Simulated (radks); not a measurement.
Values are calculated unless marked as measured or tabulated.
Orbital eigenvalues (eV) of neutral osmium, [Xe] 4f14 5d6 6s2, at several levels of relativity; Dirac values are averaged over j with weights 2j + 1. Spin-unpolarised spherical Kohn-Sham, LDA (Slater exchange, Perdew-Wang correlation), point nucleus unless stated (finite: rms radius 5.4126 fm), a radial shooting solver on a logarithmic mesh with Libxc functionals. A level marked "c x" has the speed of light scaled by that factor and shares open shells by 2j + 1; other Dirac levels either fill j = l - 1/2 first or share by 2j + 1.

3p: non-rel. -2363.0; scalar-rel. -2504.9; Dirac, 2j+1 shares -2519.0; Dirac, c x 1.25 -2457.7; change of magnitude, last against first (%) +4.01
3d: non-rel. -1972.7; scalar-rel. -1960.4; Dirac, 2j+1 shares -1955.7; Dirac, c x 1.25 -1962.8; change of magnitude, last against first (%) -0.50
4s: non-rel. -526.88; scalar-rel. -630.68; Dirac, 2j+1 shares -629.19; Dirac, c x 1.25 -587.34; change of magnitude, last against first (%) +11.48
4p: non-rel. -438.63; scalar-rel. -470.96; Dirac, 2j+1 shares -474.70; Dirac, c x 1.25 -460.35; change of magnitude, last against first (%) +4.95
4d: non-rel. -276.90; scalar-rel. -272.72; Dirac, 2j+1 shares -272.06; Dirac, c x 1.25 -273.99; change of magnitude, last against first (%) -1.05
5s: non-rel. -74.509; scalar-rel. -91.838; Dirac, 2j+1 shares -91.619; Dirac, c x 1.25 -84.507; change of magnitude, last against first (%) +13.42
4f: non-rel. -63.159; scalar-rel. -52.295; Dirac, 2j+1 shares -52.108; Dirac, c x 1.25 -56.152; change of magnitude, last against first (%) -11.09
5p: non-rel. -47.817; scalar-rel. -51.055; Dirac, 2j+1 shares -51.766; Dirac, c x 1.25 -50.128; change of magnitude, last against first (%) +4.83
5d: non-rel. -8.0733; scalar-rel. -6.4616; Dirac, 2j+1 shares -6.4800; Dirac, c x 1.25 -7.0585; change of magnitude, last against first (%) -12.57
6s: non-rel. -5.2116; scalar-rel. -6.3789; Dirac, 2j+1 shares -6.3840; Dirac, c x 1.25 -5.8681; change of magnitude, last against first (%) +12.60
6p (empty): non-rel. -1.5751; scalar-rel. -1.3928; Dirac, 2j+1 shares -1.4451; Dirac, c x 1.25 -1.4822; change of magnitude, last against first (%) -5.90
7s (empty): non-rel. -0.031889; scalar-rel. -0.019890; Dirac, 2j+1 shares -0.020420; Dirac, c x 1.25 -0.022730; change of magnitude, last against first (%) -28.72
